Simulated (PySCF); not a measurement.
**Exercise with solution: dipole moment from atomic charges**

CH3F3OSi, SMILES FC[Si](F)(F)O. Atoms are numbered in the order given.

```xyz
9

O     -1.1832     0.5206     1.0125
Si    -0.3126    -0.2652    -0.1242
F     -0.4954    -1.8555     0.0447
F     -0.8419     0.0740    -1.6084
C      1.4951     0.2177     0.0583
F      1.5072     1.4674     0.6860
H     -0.7237     1.2728     1.4069
H      2.0210     0.2970    -0.9075
H      2.0460    -0.5015     0.6882
```
Charge 0, spin multiplicity 1.

Coordinates come from a ωB97X-D3(BJ)/def2-SVP optimisation. The structure was generated by enumeration, and PubChem lists no compound with its InChIKey, so it may never have been made. Other conformers were not sampled.

Charges (e) from M06-2X/def2-TZVP (PySCF):

```json
[
 {"atom": "O1", "IAO": "-0.807", "ESP fit": "-0.613"},
 {"atom": "Si2", "IAO": "1.807", "ESP fit": "0.985"},
 {"atom": "F3", "IAO": "-0.538", "ESP fit": "-0.297"},
 {"atom": "F4", "IAO": "-0.540", "ESP fit": "-0.301"},
 {"atom": "C5", "IAO": "-0.309", "ESP fit": "-0.387"},
 {"atom": "F6", "IAO": "-0.336", "ESP fit": "-0.162"},
 {"atom": "H7", "IAO": "0.391", "ESP fit": "0.404"},
 {"atom": "H8", "IAO": "0.167", "ESP fit": "0.189"},
 {"atom": "H9", "IAO": "0.165", "ESP fit": "0.182"}
]
```

The dipole moment of the full density is 2.22 D.

Question: What dipole moment does each set of point charges give, and which comes closer to that of the density?

Answer: 
μ = Σ q r, and 1 e Å = 4.8032 D.
IAO: Σ q r = (0.535, -0.037, 0.067) e Å, |μ| = 2.59 D.
ESP fit: Σ q r = (0.457, 0.106, 0.116) e Å, |μ| = 2.32 D.
ESP fit comes closer in size. Point charges leave out the atoms' own dipoles (lone pairs, polarised bonds); fits to the potential absorb them, partitions of the density don't.
